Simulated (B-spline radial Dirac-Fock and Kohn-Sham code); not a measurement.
EELS cross sections of the Ho L2 edge

System: the Ho atom, configuration [Xe] 4f11 6s2. These are calculated numbers from a radial atomic solver; the model is the first Born approximation with generalised oscillator strengths from a Dirac-Hartree-Slater potential (longitudinal and transverse terms; continuum final states only, so no white lines or fine structure). The edge is taken at 8918.0 eV (tabulated value).

Input file task.json (cfg lists n, l and occupation; rrms is the nuclear radius in fm):

```json
{"items": [{
  "Z": 67,
  "q": 0,
  "cfg": [[1, 0, 2], [2, 0, 2], [2, 1, 6], [3, 0, 2], [3, 1, 6], [3, 2, 10], [4, 0, 2], [4, 1, 6], [4, 2, 10], [4, 3, 11], [5, 0, 2], [5, 1, 6], [6, 0, 2]],
  "A": 165,
  "rrms": 5.2022,
  "do": "eels",
  "beams": [[60, 10], [60, 20], [60, 100], [100, 5], [100, 50], [100, 100], [120, 50], [200, 5], [200, 10], [200, 20], [200, 50], [300, 5], [300, 20], [300, 100]],
  "edges": {"L2": 8918.0}
}]}
```

Launch: `python xray2_run.py task.json out`

Partial cross sections σ(β, Δ) in barn, integrated over a window Δ above the edge and up to the collection semi-angle β, for parallel illumination:

```tsv
E₀ (kV)	β (mrad)	Δ = 25 eV	Δ = 50 eV	Δ = 100 eV	Δ = 200 eV	Δ = 300 eV
60	10	0.0119	0.0229	0.0445	0.0862	0.126
60	20	0.0465	0.0898	0.175	0.338	0.493
60	100	0.733	1.42	2.77	5.40	7.91
100	5	0.00558	0.0107	0.0209	0.0403	0.0588
100	50	0.396	0.764	1.49	2.89	4.22
100	100	?	?	?	?	?
120	50	0.447	0.863	1.68	3.26	4.77
200	5	0.0129	0.0247	0.0479	0.0926	0.135
200	10	0.0503	0.0966	0.187	0.362	0.528
200	20	0.176	0.339	0.658	1.27	1.86
200	50	0.581	1.12	2.19	4.25	6.24
300	5	0.0219	0.0420	0.0815	0.157	0.229
300	20	0.266	0.512	0.995	1.93	2.82
300	100	0.970	1.88	3.69	7.22	10.6
```

**Question.** Give the row for 100 kV and 100 mrad.

**Answer.** 0.896 b for 25 eV, 1.73 b for 50 eV, 3.39 b for 100 eV, 6.61 b for 200 eV, 9.71 b for 300 eV.
